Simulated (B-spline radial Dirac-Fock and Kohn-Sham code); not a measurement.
## X-ray form factors of terbium in several charge states

Method: Dirac-Fock densities. Computed with a radial B-spline solver.

Configurations: Tb³⁵⁺ [Ar] 3d10 4s2; Tb³⁶⁺ [Ar] 3d10 4s1; Tb³⁸⁺ [Ar] 3d9; Tb³⁹⁺ [Ar] 3d8; Tb⁴⁰⁺ [Ar] 3d7; Tb⁴²⁺ [Ar] 3d5. The first column is f₀ of Tb³⁵⁺, the others are differences from it.

```
s (Å⁻¹)   Tb³⁵⁺  Δ Tb³⁶⁺  Δ Tb³⁸⁺  Δ Tb³⁹⁺  Δ Tb⁴⁰⁺  Δ Tb⁴²⁺
      0  30.000   -1.000   -3.000   -4.000   -5.000   -7.000
    0.1  29.883   -0.981   -2.957   -3.953   -4.948   -6.939
    0.2  29.537   -0.925   -2.833   -3.814   -4.796   -6.761
    0.3  28.977   -0.838   -2.636   -3.594   -4.554   -6.477
    0.4  28.227   -0.727   -2.384   -3.311   -4.240   -6.106
    0.5  27.317   -0.602   -2.096   -2.983   -3.875   -5.669
    0.7  25.151   -0.346   -1.488   -2.280   -3.079   -4.695
    0.9  22.741   -0.136   -0.952   -1.632   -2.322   -3.729
    1.1  20.302   -0.005   -0.566   -1.129   -1.703   -2.886
    1.4  16.877   +0.052   -0.276   -0.670   -1.077   -1.931
```
